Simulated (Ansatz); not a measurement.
Compare A (`[AlH2][SiH]1CBC1`) with its isomer B (`[AlH2]/[CH]=C/B[SiH3]`).

Computed with Ansatz on PBE0-D4/def2-TZVP structures; ΔE is electronic, products minus reactants. CCSD(T)/CBS is the MP2 limit (def2-TZVPP, def2-QZVPP) plus CCSD(T) − MP2 in def2-TZVPP, frozen cores. DFT in def2-TZVPP. B3LYP here is the variant with VWN-RPA as its local correlation; programs differ in this. One conformer a species, not always the lowest.

**Question.** Which isomer does CCSD(T)/CBS put lower? Give the gap. (Best estimate.)

**Answer.** Computed: A, by 26.9 kcal/mol.

**Question.** Give E(B) − E(A) in kcal/mol with HF/def2-TZVPP, B3LYP-D4, CCSD/def2-TZVPP, ωB97M-V, PBE0-D4, MP2/def2-TZVPP, B3LYP. (Estimate.)

**Answer.** The calculation gave: HF/def2-TZVPP 13.4, B3LYP-D4 22.8, CCSD/def2-TZVPP 24.7, ωB97M-V 27.9, PBE0-D4 32.6, MP2/def2-TZVPP 29.5, B3LYP 21.4. None reverses the order clearly.

Largest T1 diagnostic: 0.013.

From PBE to PBE0 (25 % exact exchange), in def2-TZVPP and without D4, E(B) − E(A) moves by +1.1 kcal/mol. The D4 term adds +1.4 kcal/mol with B3LYP and +0.7 kcal/mol with PBE0; it sums over pairs of atoms, weighted by their polarisabilities, and B3LYP, whose exchange is more repulsive, gets the larger term.
